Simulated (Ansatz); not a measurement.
Relaxation of ClF$_{2}$H$_{4}$N$_{2}$Ta (10 atoms, charge 0, multiplicity 1), to a largest force component of 0.02 eV/Å in at most 40 steps.

Computed with RHF/def2-SVP in Ansatz.

```xyz
10
Properties=species:S:1:pos:R:3
Ta 0.000 0.000 0.000
F 1.930 0.000 0.000
Cl 0.000 0.000 2.470
F 0.000 0.000 -1.930
N -1.080 1.871 0.000
H -1.641 2.158 0.852
H -1.049 2.501 -0.852
N -1.080 -1.871 0.000
H -1.806 -2.064 0.748
H -0.884 -2.595 -0.748
```

**Question.** Where does it end, and by what steps?

**Answer.** The forces met the threshold. After 6 steps the energy has fallen by 1.627 eV; H10 moved furthest, 0.64 Å.

```json
{"step": "0", "energy less start (eV)": "0.0000", "largest force component (eV/Å)": "2.276", "accepted": "yes"}
{"step": "1", "energy less start (eV)": "-1.2283", "largest force component (eV/Å)": "2.735", "accepted": "yes"}
{"step": "2", "energy less start (eV)": "-1.5429", "largest force component (eV/Å)": "0.811", "accepted": "yes"}
{"step": "3", "energy less start (eV)": "-1.5862", "largest force component (eV/Å)": "1.059", "accepted": "yes"}
{"step": "4", "energy less start (eV)": "-1.6130", "largest force component (eV/Å)": "0.624", "accepted": "yes"}
{"step": "5", "energy less start (eV)": "-1.6256", "largest force component (eV/Å)": "0.125", "accepted": "yes"}
{"step": "6", "energy less start (eV)": "-1.6270", "largest force component (eV/Å)": "0.015", "accepted": "yes"}
```

```xyz
10
Properties=species:S:1:pos:R:3
Ta 0.001 0.000 0.080
F 1.884 -0.001 0.120
Cl -0.164 0.010 2.448
F 0.027 -0.009 -1.804
N -1.008 1.688 -0.027
H -1.389 2.194 0.751
H -1.278 2.099 -0.903
N -1.010 -1.688 -0.012
H -1.393 -2.185 0.771
H -1.281 -2.108 -0.884
```

Whether the end is a true minimum wasn't checked by a vibrational analysis.

Time of the run: 9.4 s on 4 threads of Arm Neoverse V2 (shared host), peak memory 0.3 GiB.
